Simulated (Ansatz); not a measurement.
Reactions of C₄H₇ClO, SMILES `C=CC(Cl)OC`.

Calculated with Ansatz (gas phase, PBE0-D4/def2-TZVP geometries, no zero-point term in ΔE). CCSD(T)/CBS adds triple-zeta CCSD(T) − MP2 to the extrapolated MP2 energy (def2 sets, frozen cores). This one scheme is used for every species, atoms too. DFT in def2-TZVPP. No spin–orbit coupling; open shells (•) take unrestricted orbitals. Spin–orbit coupling would lower the free atoms: a little for C, Cl, O. Elements past krypton have def2 core potentials. Bonds to Br, I are less sure, by a few kJ/mol each and by 10 to 20 or more in all where they break to atoms, as the def2 sets lack core-valence functions. Scalar relativity is left out up to krypton. One conformer a species, not always the lowest.

```csv
reaction,MP2/CBS(def2) (kJ/mol),B2PLYP (kJ/mol),CCSD(T)/CBS(def2) (kJ/mol)
`C=CC(Cl)OC` + H₂O → `COC(O)Cl` + `C=C`,44,27,36
`C=CC(Cl)OC` + HI → `COC(Cl)I` + `C=C`,34,42,39
`C=CC(Cl)OC` + HBr → `C=CC(Cl)Br` + CH₃OH,4,15,12
`C=CC(Cl)OC` + H–F → `C=CC(F)Cl` + CH₃OH,40,23,33
`C=CC(Cl)OC` → 4 C• + Cl• + 7 H• + O•,5228,5078,5128
```

Largest T1 diagnostic: 0.011, for `C=CC(Cl)OC`.
